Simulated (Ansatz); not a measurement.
Species: H₃Ge, SMILES `[GeH3]` (charge 0, multiplicity 2).

Q: Give a relaxed geometry from PBE0-D3(BJ)/def2-TZVP run with Ansatz (a program for electronic structure).

A: the end point of this relaxation (outside a Z-matrix the atoms follow the SMILES, hydrogens last).
Cartesian coordinates (Å) in one orientation:
```xyz
4

Ge     0.002    -0.001     0.352
H     -0.846    -1.197    -0.116
H     -0.615     1.331    -0.109
H      1.459    -0.133    -0.127
```
